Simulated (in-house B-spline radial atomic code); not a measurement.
Radial electron density of Te8+, [Ar] 3d10 4s2 4p5 4d8 7f1. Computed with a B-spline radial code for spherical atoms: Dirac-Hartree-Fock, average of configuration, Fermi nucleus of rms radius 4.7423 fm.

Columns: r (bohr), 4πr²n(r) (electrons per bohr), bar.

```
0.000978    1.758 #
 0.00124    2.655 #
 0.00156    3.928 ##
 0.00197    5.797 ###
 0.00249    8.472 ####
 0.00314    12.16 ######
 0.00397    17.22 #########
 0.00501    23.78 ############
 0.00633    31.97 ################
 0.00799    41.44 #####################
  0.0101    51.46 ##########################
  0.0127    60.34 ###############################
  0.0161    66.62 ##################################
  0.0203    68.28 ###################################
  0.0257    65.34 #################################
  0.0324    60.64 ###############################
  0.0409    59.31 ##############################
  0.0517     65.7 #################################
  0.0653    77.93 ########################################
  0.0824    86.41 ############################################
   0.104    81.88 ##########################################
   0.131    68.05 ###################################
   0.166    60.77 ###############################
    0.21    67.73 ##################################
   0.265    71.42 ####################################
   0.334    55.25 ############################
   0.422    31.18 ################
   0.533    21.85 ###########
   0.673    24.24 ############
    0.85    21.51 ###########
    1.07    12.07 ######
    1.36    3.936 ##
    1.71   0.8479 
    2.16   0.1569 
    2.73  0.00412 
    3.45  0.09699 
    4.36  0.07484 
     5.5   0.0422 
    6.95   0.2653 
    8.77    0.116 
    11.1 0.008166 
      14 8.857e-05 
    17.7 8.368e-08 
    22.3 3.475e-12
```

On this grid the curve has 6 maxima, near 0.0203, 0.0824, 0.265, 0.673, 3.45, 6.95 bohr.

The 4d3/2 radial function P(r) = rR(r), positive near the nucleus, with its small component Q(r) (sign convention: Q ≈ (P' + κP/r)/2c):

```csv
r (bohr),P,Q
0.0101,0.002104,0.003127
0.0161,0.007162,0.00692
0.0257,0.02355,0.01431
0.0409,0.07124,0.02638
0.0653,0.1906,0.04104
0.104,0.4119,0.04806
0.166,0.6331,0.03303
0.265,0.475,-0.001512
0.422,-0.3334,-0.02447
0.673,-1.133,-0.01661
1.07,-0.9458,-0.001824
1.71,-0.2781,0.001148
2.73,-0.01932,0.0001488
```
